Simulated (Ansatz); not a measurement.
`C#C[SiH2][AlH][SiH3]` + H₂O → `[OH][AlH][SiH3]` + `C#C[SiH3]` at 700 K and 1 bar (formal hydrolysis of the Al–Si bond).

Gas-phase electronic energies from Ansatz, PBE0-D4/def2-TZVP geometries. CCSD(T)/CBS adds triple-zeta CCSD(T) − MP2 to the extrapolated MP2 energy (def2 sets, frozen cores). This one scheme is used for every species. Each species was taken in one conformer, which may not be the lowest.

| species | CCSD(T)/CBS energy (Eh) | H − E (kJ/mol) | S (J/(mol·K)) |
| --- | --- | --- | --- |
| `C#C[SiH2][AlH][SiH3]` | -900.40976 | 278.0 | 541.6 |
| H₂O | -76.37941 | 80.5 | 218.4 |
| `[OH][AlH][SiH3]` | -609.31389 | 184.6 | 430.8 |
| `C#C[SiH3]` | -367.52081 | 166.7 | 346.4 |

H − E and S are ideal-gas, rigid-rotor, harmonic terms from PBE0-D4/def2-TZVP, for one conformer and one mirror image of each species. 1 Eh = 2625.50 kJ/mol, R = 8.31446 J/(mol·K).

Task: By hand: ΔE, ΔH, ΔS and ΔG.

Result: ΔE = (-609.31389) + (-367.52081) − (-900.40976) − (-76.37941) = -0.04553 Eh = -119.5 kJ/mol. Δ(H − E) = 184.6 + 166.7 − 278.0 − 80.5 = -7.2, so ΔH = -126.7 kJ/mol. ΔS = 430.8 + 346.4 − 541.6 − 218.4 = 17.2 J/(mol·K). ΔG = -126.7 − 700 × (17.2)/1000 = -138.7 kJ/mol.

Task: By hand: the equilibrium constant, and the temperature at which ΔG would vanish if ΔH and ΔS stayed fixed.

Result: log₁₀ K = −ΔG/(RT ln 10) = 10.3. ΔH and −TΔS have one sign here, so there is no such temperature.

ΔH outweighs TΔS. A doubt of 5 kJ/mol in ΔE shifts log₁₀ K by 0.4 here. Other conformers and mirror images would add mixing entropy, several J/(mol·K) or more a flexible species. Modes under 60 cm⁻¹, often nearly free rotors, make the harmonic entropy too high. These are equilibria of isolated gas molecules and say nothing of rates. Largest T1 diagnostic: 0.015 (customary marks: 0.02 for closed shells, 0.045 for open ones).
